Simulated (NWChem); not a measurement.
System: SiH₂S, singlet; SMILES S[SiH]

```xyz
4

Si     0.0628     1.1465     0.0000
H     -1.4840     1.1852     0.0000
S     -0.0435    -0.9994     0.0000
H      1.3013    -1.2449     0.0000
```
Atoms are numbered in this order, from 1.

Low-valent species are run as closed-shell singlets; no triplet was tried in these runs. All runs use the structure optimised with PBE-D3(BJ)/def2-SVP. B3LYP is NWChem's, with the RPA form of VWN correlation.

Symmetry labels are those of Cs in the frame above (b1 and b2, or b-type labels, depend on it).

Question: List the 6 lowest vertical singlet excitations and the 6 lowest triplet ones from B3LYP/def2-SVPD, TDA (NWChem).

Answer: 
| state | energy (eV) | oscillator strength | symmetry | leading excitation (squared amplitude) |
|---|---|---|---|---|
| S1 | 3.28 | 0.022 | a" | HOMO → LUMO (0.98) |
| S2 | 4.99 | 0.036 | a' | HOMO−1 → LUMO (0.83) |
| S3 | 5.20 | 0.001 | a" | HOMO−2 → LUMO (0.99) |
| S4 | 5.54 | 0.034 | a' | HOMO → LUMO+1 (0.86) |
| S5 | 6.30 | 0.334 | a' | HOMO → LUMO+2 (0.72) |
| S6 | 6.53 | 0.037 | a" | HOMO−1 → LUMO+1 (0.97) |
| T1 | 1.99 | spin-forbidden | a" | HOMO → LUMO (0.99) |
| T2 | 3.62 | spin-forbidden | a' | HOMO−1 → LUMO (0.99) |
| T3 | 4.62 | spin-forbidden | a' | HOMO → LUMO+1 (0.79) |
| T4 | 4.72 | spin-forbidden | a" | HOMO−2 → LUMO (0.99) |
| T5 | 5.48 | spin-forbidden | a' | HOMO → LUMO+2 (0.84) |
| T6 | 6.15 | spin-forbidden | a" | HOMO−1 → LUMO+1 (0.92) |
